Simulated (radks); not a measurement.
Co VI, 22 electrons, occupied as [Ar] 3d4.

Method: scalar-relativistic Kohn-Sham, PBEsol, spin-unpolarised, spherical densities, finite nucleus; Fermi nuclear charge, rms radius 3.7875 fm; computed with a radial shooting solver on a logarithmic mesh with Libxc functionals.

Energy parts (eV):
total: -37681.264
kinetic: 38170.652
electron-nucleus: -88383.637
Hartree: 14040.133
exchange-correlation: -1508.413

Orbitals (lengths in bohr, moments of r in powers of bohr; <r^-3> diverges for s and p1/2; r(max) is where P^2 peaks; r(90%) holds 90 % of the orbital's charge):
orbital  occ.  eigenvalue (eV)   r(max)  <r^-3>  r(90%)
1s          2        -7674.293  0.03681       -   0.100
2s          2        -988.6601   0.2133       -   0.396
2p          6        -859.9165   0.1721   548.4   0.368
3s          2        -186.3674   0.6610       -    1.12
3p          6        -148.9197   0.6660   76.01    1.18
3d          4         -89.0340   0.6230   8.107    1.35
4s          0         -58.9884    1.736       -    2.70
4p          0         -49.1561    1.899   13.09    2.97

The highest occupied level is 3d at -89.034 eV. The electron density at the nucleus is 1.734e+04 e/bohr^3 (large components only).
